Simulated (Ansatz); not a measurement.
C3H9BS can be A, `CBCSC`, or B, `CCBSC`.

Isolated molecules relaxed with PBE0-D4/def2-TZVP in Ansatz; ΔE leaves out vibrations. CCSD(T)/CBS is the MP2 limit (def2-TZVPP, def2-QZVPP) plus CCSD(T) − MP2 in def2-TZVPP, frozen cores. Functionals use def2-TZVPP. B3LYP here is the variant with VWN-RPA as its local correlation; programs differ in this. Each species was taken in one conformer, which may not be the lowest.

(1) Which is lower in electronic energy at CCSD(T)/CBS, and by how much? (Best estimate.)

(2) Give E(B) − E(A) in kcal/mol with PBE-D4, CCSD/def2-TZVPP, B3LYP, CCSD(T)/def2-TZVPP, B2PLYP, B3LYP-D4, ωB97M-V. (Estimate.)

Largest T1 diagnostic: 0.012.

## Answers

(1) Computed: B, by 20.7 kcal/mol.

(2) Computed: PBE-D4 -21.2, CCSD/def2-TZVPP -21.0, B3LYP -20.5, CCSD(T)/def2-TZVPP -21.5, B2PLYP -20.9, B3LYP-D4 -20.5, ωB97M-V -20.0. None reverses the order clearly.

In def2-TZVPP, CCSD(T) changes the Hartree–Fock value by −2.2 kcal/mol (the triples alone add −0.5 kcal/mol) and MP2 by −2.2 kcal/mol.
